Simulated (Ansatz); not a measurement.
```yaml
crystal:
  periodic: [false, false, false]
  atoms:
    - {symbol: N, position_ang: [-1.752380, 0.108848, -0.675955]}
    - {symbol: Si, position_ang: [-0.522415, -0.814846, 0.089850]}
    - {symbol: As, position_ang: [1.131606, 0.487337, 1.202423]}
    - {symbol: O, position_ang: [1.849979, 1.063268, -0.367814]}
    - {symbol: H, position_ang: [-1.509218, 0.643380, -1.495486]}
    - {symbol: H, position_ang: [-2.428788, 0.603232, -0.116111]}
    - {symbol: H, position_ang: [0.151072, -1.627412, -0.954175]}
    - {symbol: H, position_ang: [-1.152549, -1.679767, 1.124548]}
    - {symbol: H, position_ang: [2.032924, -0.739167, 1.396165]}
    - {symbol: H, position_ang: [2.282770, 1.903927, -0.200445]}
basis:
  gaussian: {orbitals: cc-pVTZ-PP}
magnetization: {spin_polarized: true, initial_magnetization: 2}
hamiltonian: {xc: {name: r2SCAN0}, dispersion: d3bjatm}
output: {forces: true}
```

```sh
$ ansatz run in.yaml --threads 4 --pin off --events-out ev --progress --plain --max-ram 10444MiB
```

Question: How does Ansatz answer? (Estimate.)

Answer: The calculation gave: The input was rejected before any iteration.
```
Functional definition: r2SCAN0
Error: <dir> the basis set cc-pVTZ-PP has no functions for N
```
